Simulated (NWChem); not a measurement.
Everything below was run with NWChem. System: BrFPb, charge 0, spin multiplicity 1, displaced from the optimised geometry. The structure started from a generated list of species. Level: MP2/def2-SVP with def2 effective core potentials on Pb, 14 core orbitals frozen, spin-restricted.

The NWChem input:

```
start mol
memory heap 200 mb stack 800 mb global 1000 mb
geometry units angstroms nocenter noautoz noautosym
  Pb    -0.566937    -0.453266     0.000000
  F      1.106521    -2.443031     0.000000
  Br     1.129783     1.587814     0.000000
end
basis spherical
  * library def2-svp
end
ecp
  Pb library def2-ecp
end
scf
  rhf
  nopen 0
  maxiter 100
  thresh 1e-7
  semidirect memsize 60000000 filesize 0
end
mp2
  freeze core 14
end
task mp2 energy
```

NWChem printed:

```
             Northwest Computational Chemistry Package (NWChem) 7.3.0
             --------------------------------------------------------

                                NWChem Input Module
                                -------------------

 Scaling coordinates for geometry "geometry" by  1.889725989
 (inverse scale =  0.529177249)

                             Geometry "geometry" -> ""
                             -------------------------

 Output coordinates in angstroms (scale by  1.889725989 to convert to a.u.)

  No.       Tag          Charge          X              Y              Z
 ---- ---------------- ---------- -------------- -------------- --------------
    1 Pb                  82.0000    -0.56693700    -0.45326600     0.00000000
    2 F                    9.0000     1.10652100    -2.44303100     0.00000000
    3 Br                  35.0000     1.12978300     1.58781400     0.00000000

 Effective nuclear repulsion energy (a.u.)     763.7606646256

            Nuclear Dipole moment (a.u.)
            ----------------------------
        X                 Y               Z
 ---------------- ---------------- ----------------
     5.6923460064    -6.7682444904     0.0000000000


 Summary of "ao basis" -> "" (spherical)
 ------------------------------------------------------------------------------
       Tag                 Description            Shells   Functions and Types
 ---------------- ------------------------------  ------  ---------------------
 *                          def2-svp                  on all atoms

 Summary of "ao basis" -> "ao basis" (spherical)
 ------------------------------------------------------------------------------
       Tag                 Description            Shells   Functions and Types
 ---------------- ------------------------------  ------  ---------------------
 Pb                         def2-svp                10       26   4s4p2d
 F                          def2-svp                 6       14   3s2p1d
 Br                         def2-svp                12       32   5s4p3d

                                 NWChem SCF Module
                                 -----------------

  ao basis        = "ao basis"
  functions       =    72
  atoms           =     3
  closed shells   =    33
  open shells     =     0
  charge          =   0.00
  wavefunction    = RHF
  use symmetry    = F
  symmetry adapt  = F

 Summary of "ao basis" -> "ao basis" (spherical)
 ------------------------------------------------------------------------------
       Tag                 Description            Shells   Functions and Types
 ---------------- ------------------------------  ------  ---------------------
 Pb                         def2-svp                10       26   4s4p2d
 F                          def2-svp                 6       14   3s2p1d
 Br                         def2-svp                12       32   5s4p3d

 Forming initial guess at       0.1s

      Superposition of Atomic Density Guess
      -------------------------------------

 Sum of atomic energies:       -2890.73841316

      Non-variational initial energy
      ------------------------------

 Total energy =   -2862.833695
 1-e energy   =   -4526.629398
 2-e energy   =    1428.625917
 HOMO         =      -0.362267
 LUMO         =      -0.053776

 Starting SCF solution at       2.2s

 ----------------------------------------------
         Quadratically convergent ROHF

 Convergence threshold     :          1.000E-07
 Maximum no. of iterations :          100
 Final Fock-matrix accuracy:          1.000E-09
 ----------------------------------------------

              iter       energy          gnorm     gmax       time
             ----- ------------------- --------- --------- --------
                 1    -2863.1969249120  1.36D+00  5.67D-01      2.2
                 2    -2863.2924798427  3.71D-01  1.34D-01      2.2
                 3    -2863.3142190953  3.15D-01  1.48D-01      2.3
                 4    -2863.3199487281  1.03D-01  4.04D-02      2.3
                 5    -2863.3208846331  4.93D-03  1.70D-03      2.4
                 6    -2863.3208883281  1.65D-05  6.20D-06      2.6
                 7    -2863.3208883281  4.91D-09  1.65D-09      2.8

       Final RHF  results
       ------------------

         Total SCF energy =  -2863.320888328132
      One-electron energy =  -4528.474442080003
      Two-electron energy =   1429.983768041036
 Nuclear repulsion energy =    235.169785710834

        Time for solution =      0.6s

             Final eigenvalues
             -----------------

              1
    1 -489.9611
    2  -65.1292
    3  -58.5007
    4  -58.5000
    5  -58.4999
    6  -26.0965
    7   -9.8197
    8   -7.4334
    9   -7.4292
   10   -7.4285
   11   -6.2767
   12   -3.9643
   13   -3.9580
   14   -3.9574
   15   -3.1750
   16   -3.1736
   17   -3.1728
   18   -3.1686
   19   -3.1686
   20   -1.3167
   21   -1.1851
   22   -1.1807
   23   -1.1801
   24   -1.1762
   25   -1.1731
   26   -0.9819
   27   -0.6546
   28   -0.4570
   29   -0.4526
   30   -0.4450
   31   -0.4183
   32   -0.4174
   33   -0.4013
   34   -0.0424
   35    0.0164
   36    0.0421
   37    0.2674
   38    0.2932
   39    0.3056
   40    0.3405
   41    0.4050
   42    0.4273
   43    0.4274

                       ROHF Final Molecular Orbital Analysis
                       -------------------------------------

 Vector   31  Occ=2.000000D+00  E=-4.182918D-01
              MO Center=  1.0D+00,  1.4D+00,  1.3D-14, r^2= 1.9D+00
   Bfn.  Coefficient  Atom+Function         Bfn.  Coefficient  Atom+Function
  ----- ------------  ---------------      ----- ------------  ---------------
    57      0.605839  3 Br pz                54      0.497098  3 Br pz
    51     -0.334185  3 Br pz

 Vector   32  Occ=2.000000D+00  E=-4.174207D-01
              MO Center=  8.6D-01,  1.2D+00, -1.6D-14, r^2= 3.1D+00
   Bfn.  Coefficient  Atom+Function         Bfn.  Coefficient  Atom+Function
  ----- ------------  ---------------      ----- ------------  ---------------
    56      0.538700  3 Br py                53      0.445218  3 Br py
    50     -0.299522  3 Br py                55     -0.184697  3 Br px
    11     -0.169434  1 Pb px                52     -0.157468  3 Br px
     3      0.151607  1 Pb s

 Vector   33  Occ=2.000000D+00  E=-4.013058D-01
              MO Center=  6.5D-01, -1.4D-01,  1.6D-15, r^2= 5.3D+00
   Bfn.  Coefficient  Atom+Function         Bfn.  Coefficient  Atom+Function
  ----- ------------  ---------------      ----- ------------  ---------------
    55      0.448731  3 Br px                52      0.361164  3 Br px
     3      0.330962  1 Pb s                 30     -0.264821  2 F  px
    49     -0.243483  3 Br px                31      0.242197  2 F  py
    11     -0.217771  1 Pb px                 1     -0.215907  1 Pb s
    33      0.216097  2 F  px                34     -0.197449  2 F  py

 Vector   34  Occ=0.000000D+00  E=-4.240530D-02
              MO Center= -5.7D-01, -3.8D-01, -2.5D-16, r^2= 4.1D+00
   Bfn.  Coefficient  Atom+Function         Bfn.  Coefficient  Atom+Function
  ----- ------------  ---------------      ----- ------------  ---------------
    16      0.667604  1 Pb pz                13      0.472497  1 Pb pz
    57     -0.224372  3 Br pz                10     -0.179437  1 Pb pz
     7     -0.175812  1 Pb pz

 Vector   35  Occ=0.000000D+00  E= 1.637902D-02
              MO Center= -6.4D-01, -3.3D-01,  1.0D-15, r^2= 4.4D+00
   Bfn.  Coefficient  Atom+Function         Bfn.  Coefficient  Atom+Function
  ----- ------------  ---------------      ----- ------------  ---------------
    14      0.560781  1 Pb px                 3      0.432823  1 Pb s
    15     -0.427311  1 Pb py                11      0.331927  1 Pb px
    12     -0.249816  1 Pb py                29     -0.189497  2 F  s
     4     -0.185238  1 Pb s                 56      0.181302  3 Br py
     1     -0.175367  1 Pb s                 31      0.161077  2 F  py

 Vector   36  Occ=0.000000D+00  E= 4.214939D-02
              MO Center= -6.3D-01, -4.1D-01,  4.5D-15, r^2= 5.3D+00
   Bfn.  Coefficient  Atom+Function         Bfn.  Coefficient  Atom+Function
  ----- ------------  ---------------      ----- ------------  ---------------
    15      0.760922  1 Pb py                14      0.553798  1 Pb px
    45     -0.465086  3 Br s                 56      0.394060  3 Br py
    55      0.363661  3 Br px                12      0.327788  1 Pb py
     3      0.259720  1 Pb s                 11      0.202304  1 Pb px

 center of mass
 --------------
 x =  -0.04063546 y =  -0.08491296 z =   0.00000000

 moments of inertia (a.u.)
 ------------------
        1274.802036088266        -518.344333588683           0.000000000000
        -518.344333588683         685.548084436060           0.000000000000
           0.000000000000           0.000000000000        1960.350120524326

  Mulliken analysis of the total density
  --------------------------------------

    Atom       Charge   Shell Charges
 -----------   ------   -------------------------------------------------------
    1 Pb  22    20.87   3.00 -0.94  1.35  0.52  3.38  2.61  0.55  0.30  9.78  0.33
    2 F    9     9.69   1.99  1.10  0.89  3.27  2.44  0.00
    3 Br  35    35.44   2.00  2.00  2.00  1.34  0.64  6.00  5.99  2.26  3.20  8.23  1.73  0.06

       Multipole analysis of the density wrt the origin
       ------------------------------------------------

     L   x y z        total         open         nuclear
     -   - - -        -----         ----         -------
     0   0 0 0     -0.000000      0.000000     66.000000

     1   1 0 0     -2.877126      0.000000     69.973681
     1   0 1 0      1.093943      0.000000     44.624668
     1   0 0 1      0.000000      0.000000      0.000000

     2   2 0 0    -39.006667      0.000000    224.137929
     2   1 1 0      5.571543      0.000000    157.519683
     2   1 0 1      0.000000      0.000000      0.000000
     2   0 2 0    -51.236312      0.000000    523.074756
     2   0 1 1      0.000000      0.000000      0.000000
     2   0 0 2    -34.216387      0.000000      0.000000

                   NWChem MP2 Semi-direct Energy/Gradient Module
                   ---------------------------------------------

  Basis functions       =     72
  Molecular orbitals    =     72
  Frozen core           =     14
  Frozen virtuals       =      0
  Active alpha occupied =     19
  Active beta occupied  =     19
  Active alpha virtual  =     39
  Active beta virtual   =     39
  Use MO symmetry       = F
  Use skeleton AO sym   = F

  AO/Fock/Back tols     =   1.0D-09  1.0D-09  1.0D-09

 GA uses MA = F    GA memory limited = T

 Available:
  local mem=  1.15D+08
 global mem=  1.31D+08
 local disk=  0.00D+00
  mp2_memr nvloc                    39
  nvloc new                    39
   1 passes of  19:        3145728                      29470                   6020230.
   1 passes of  19: M    114676355           G      131061632           F     111530627.

 Semi-direct pass number   1 of   1  for RHF alpha+beta  at        2.9s
  vrange nnbf                  2386
  mp2_eaftype                    22  avail_ma_in_mb                   999
 EAF : mp2_eaftype filesize          22    3010115.
  mp2_eaf for mointskh                     22
Node 0 wrote     14.1 Mb in      0.0 s     Agg I/O rate:  1568.9 Mb/s
 Done moints_semi at        8.5s
  mp2_eaftype                    22  avail_ma_in_mb                   977
 EAF : mp2_eaftype filesize          22    3010115.
  mp2_eaf for kh                    22
 Done maket at        8.6s
 Done multipass loop at        8.6s

          -------------------------------------------
          SCF energy               -2863.320888328132
          Correlation energy          -0.505796207424
          Singlet pairs               -0.280717582679
          Triplet pairs               -0.225078624746
          Total MP2 energy         -2863.826684535556
          -------------------------------------------

          ---------------------------------------------------
                    Spin Component Scaled (SCS) MP2
          Same spin pairs                     -0.150052416497
          Same spin scaling factor             0.333333333333
          Opposite spin pairs                 -0.355743790927
          Opposite spin scaling fact.          1.200000000000
          SCS-MP2 correlation energy          -0.476910021278
          Total SCS-MP2 energy             -2863.797798349410
          ---------------------------------------------------

 -----------------------
 Performance information
 -----------------------

 Timer overhead =  2.45D-07 seconds/call

               Nr. of calls         CPU time (s)                 Wall time (s)                GFlops
             ---------------    -------------------     ------------------------------   -------------------
Name         Min   Avg   Max    Min     Avg     Max     Min     Avg     Max   Mx/calls   Min     Max     Sum
mp2: moin     1     1     1    5.6     5.6     5.6      5.6     5.6     5.6     5.6      0.0     0.0     0.0
mp2: make     1     1     1   0.17    0.17    0.17     0.17    0.17    0.17    0.17      0.0     0.0     0.0
mp2: tota     1     1     1    5.8     5.8     5.8      5.8     5.8     5.8     5.8      0.0     0.0     0.0

 The average no. of pstat calls per process was 3.00D+00
 with a timing overhead of 7.34D-07s

 Task  times  cpu:        8.6s     wall:        8.6s

 Total times  cpu:        8.6s     wall:        8.6s
```
